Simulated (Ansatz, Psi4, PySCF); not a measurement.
F₂Si, charge +1, doublet, geometry from GFN2-xTB (a state made from the parent by changing its charge; the spin is typed, not shown lowest). Base run: HF/def2-SVPD (PySCF).

The PySCF input:
```python
from pyscf import gto, scf

mol = gto.M(
    atom='''
F    -1.31551725   -0.40462820    0.01044998
Si   -0.01740213    0.44992730    0.03735713
F     1.34258723   -0.29525872   -0.06856107
''',
    basis='def2-svpd',
    charge=1,
    spin=1,
    verbose=4,
)

mf = scf.UHF(mol)
mf.kernel()
```

The same geometry, method and basis name were run in Ansatz (a program for electronic structure) and Psi4 and PySCF, at each program's defaults and at the settings that a row names. The base is PySCF at its defaults. Differences at the defaults can come from grids, fitting, cores and function types together.

| code and settings | ΔE vs base (mEh) | basis functions | E (Eh) | SCF cycles |
|---|---|---|---|---|
| PySCF, defaults (exact integrals, spherical functions) | 0.000 | 70 | -487.29281 | 11 |
| Psi4, defaults (density fitting with its default set, spherical functions) | 0.181 | 70 | -487.29263 | 9 |
| Ansatz, defaults (factorised integrals, spherical functions) | 0.021 | 70 | -487.29279 | - |
| PySCF, density fitting with def2-universal-jkfit | 0.181 | 70 | -487.29263 | 11 |
| Psi4, exact integrals, spherical functions | 0.000 | 70 | -487.29281 | 13 |
| Ansatz, high accuracy | 0.000 | 70 | -487.29281 | - |

Open shells are given as the SCF converged; they aren't shown to be the lowest states, and a large step between rows can be another state.
